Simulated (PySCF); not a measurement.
## Deuteron quadrupole couplings in `CC[SiH](C)CC`

Species: C5H14Si.
Atom-mapped SMILES: `[CH3:1][CH2:2][SiH:3]([CH3:4])[CH2:5][CH3:6]` (hydrogens: H7, H8, H9 on C1; H10, H11 on C2; H12 on Si3; H13, H14, H15 on C4; H16, H17 on C5; H18, H19, H20 on C6)

Structure used (GFN2-xTB), in Å, numbered top down from 1:
```
atom  x, y, z in Å
C1    -1.2086   -2.1376   -0.4047
C2    -1.3648   -0.7915    0.2943
Si3   -0.4299    0.6303   -0.5737
C4    -0.7047    2.2344    0.4116
C5     1.4386    0.2421   -0.6923
C6     2.1040   -0.0119    0.6574
H7    -1.5609   -2.0782   -1.4319
H8    -1.7796   -2.9114    0.1066
H9    -0.1654   -2.4437   -0.4231
H10   -1.0240   -0.8877    1.3271
H11   -2.4265   -0.5443    0.3474
H12   -0.9522    0.7941   -1.9445
H13   -1.7598    2.4823    0.4692
H14   -0.1961    3.0722   -0.0545
H15   -0.3336    2.1497    1.4288
H16    1.5894   -0.6301   -1.3305
H17    1.9498    1.0706   -1.1856
H18    2.0170    0.8619    1.2988
H19    1.6392   -0.8551    1.1631
H20    3.1629   -0.2355    0.5336
```

Level: PBE0/pcSseg-1 (PySCF, non-relativistic); Q(2H) = 0.00286 b; rigid geometry, the same for H and D, with no vibrational averaging.

Question: Rank these positions by the coupling χzz of a deuteron there, largest first.
A. H19 (methyl hydrogen)
B. H12 (Si–H hydrogen)
C. H13 (methyl hydrogen)

Answer: C (220 kHz), A (212 kHz), B (104 kHz).

Question: Give the electric field gradient Vzz (the principal value of largest size), its asymmetry and the 2H coupling at each hydrogen.

Answer: 
```
atom  bonded to  bond length (Å)  Vzz (au)     η  χzz (kHz)
  H7         C1            1.087    0.3150  0.02        212
  H8         C1            1.089    0.3137  0.01        211
  H9         C1            1.087    0.3160  0.02        212
 H10         C2            1.092    0.3125  0.03        210
 H11         C2            1.091    0.3132  0.03        210
 H12        Si3            1.476    0.1554  0.01        104
 H13         C4            1.085    0.3279  0.01        220
 H14         C4            1.085    0.3280  0.02        220
 H15         C4            1.086    0.3266  0.02        219
 H16         C5            1.091    0.3135  0.03        211
 H17         C5            1.091    0.3135  0.03        211
 H18         C6            1.088    0.3157  0.02        212
 H19         C6            1.087    0.3160  0.02        212
 H20         C6            1.089    0.3134  0.01        211
```

Question: Average by the element that carries the hydrogen.

Answer: on C: 213 kHz over 13 positions, mean bond length 1.089 Å; on Si: 104 kHz over 1 position, mean bond length 1.476 Å.

Question: A static deuteron (I = 1) shows a doublet split by (3/2)χ, (3/4)χ(1 + η) and (3/4)χ(1 − η) with the field along z, y and x of the gradient. What are these for H11?

Answer: With |χ| = 210.5 kHz and η = 0.030: 316, 163 and 153 kHz, to first order and without motion.

Isolated species at its GFN2-xTB geometry (one conformer only). GFN2-xTB bond lengths can be off by several hundredths of an ångström, more for odd bonds, and the gradients follow them. A larger basis could move these couplings by a tenth or more.

The run behind these numbers computed NMR shieldings as well. Time: 23 s wall; peak memory 0.83 GiB. Hardware: an Arm Neoverse V1 with one thread (shared host).
